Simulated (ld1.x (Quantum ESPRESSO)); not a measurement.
**LDA (PZ) ultrasoft dataset for B (Z = 5), non-relativistic all-electron reference.**

B, ultrasoft, made with ld1.x (Quantum ESPRESSO) 7.5 (LDA (PZ), non-relativistic). Core [He], reference 2s1 2p0 (charge +2). Waves: 2s (bound): rcut 1.00, rcutus 1.35 bohr; 2s channel at -1.7 Ry: rcut 1.00, rcutus 1.35 bohr; 2p (bound, empty): rcut 1.70, rcutus 2.30 bohr; 2p channel at -0.8 Ry: rcut 1.70, rcutus 2.30 bohr. Local part: all-electron potential smoothed inside 1.40 bohr (lloc = -2). Core correction: none. Augmentation charge: PSQ, radius 0.90 bohr.

All-electron outer shells of the reference configuration (LDA (PZ), non-relativistic, ld1.x):

| shell | level (eV) | outermost node (bohr) | outermost maximum (bohr) |
| --- | --- | --- | --- |
| 2s | -31.33 | 0.46 | 1.37 |
| 2p | -25.52 | – | 1.26 |

Does the generator finish with these settings?

Yes, a potential is produced and its reference levels are reproduced.

Estimate the cutoffs (Ry, on a coarse ladder) from which the occupation-weighted sum of valence levels, in a spherical-Bessel basis at the reference potential, stays within 10 and 1 mRy of its value at 400 Ry.

10 Ry and 18 Ry.

What does a ghost test show?

No extra level below or beside the all-electron valence levels (s, p, d, f tested).

Is the overlap operator S = 1 + Σ q|β⟩⟨β| positive definite (Bessel basis up to 400 Ry)?

Yes: its lowest eigenvalue is 0.45 (p channel).

Tests: 2s2 2p1; 2s2 2p0; 2s2 2p0.5; 2s1 2p1; 2s2 2p1.3; 2s1 2p2; 2s0 2p3. Which has the largest error in its energy relative to the reference configuration, and how large is it?

2s0 2p3, with +277 meV (all-electron minus pseudo) on -22.24 eV.
